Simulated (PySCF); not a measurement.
Two-dimensional NMR puzzle

Compound of formula C4H11NO3Si2. Correlations simulated from computed shifts and the bond graph:

HSQC (one-bond C–H):
```
  δH    δC
3.94  52.3
3.65  56.4
```

HMBC (two and three bonds, from the bond graph):
```
  δH           δC
5.02  124.9, 56.4
```

Carbons without hydrogens: δ 124.9.

- σ from GIAO-PBE0/pcSseg-1
- GFN2-xTB structure
- program: PySCF 2.14.0 with density-fitted response routines
- gas phase, no relativistic terms, one averaged value for each set of equivalent atoms, one conformer

Chemical shifts δ = σref − σ; 1H (σ = 31.72 ppm) and 13C (σ = 186.93 ppm) against TMS, all at this level.

Exchangeable hydrogens are left out of these lists.

Problem. Assemble the structure.

Solution. `CO[SiH2][Si](C#N)(OC)OC`.

Structure with atom numbers: `[CH3:1][O:2][SiH2:3][Si:4]([C:5]#[N:6])([O:7][CH3:8])[O:9][CH3:10]`. Hydrogens are named by the atom that carries them.

δC 124.9 is C5, a nitrile carbon. δC 56.4 is C1, a methyl carbon bonded to O (δH 3.65). δC 52.3 is C8/C10, a methyl carbon bonded to O (δH 3.94). HMBC from δH 5.02 reaches the proton-free carbon C5.

The data come from this structure; uniqueness wasn't tested.

Shifts are as computed. Against solution values, carbons near 30 ppm lie about +3 ppm off and those near 130 ppm about +5 ppm. Of 1309 compounds with measured shifts, 239 miss one by over three times the rms of a fit or turn the order of signals round; such compounds aren't used in these exercises.
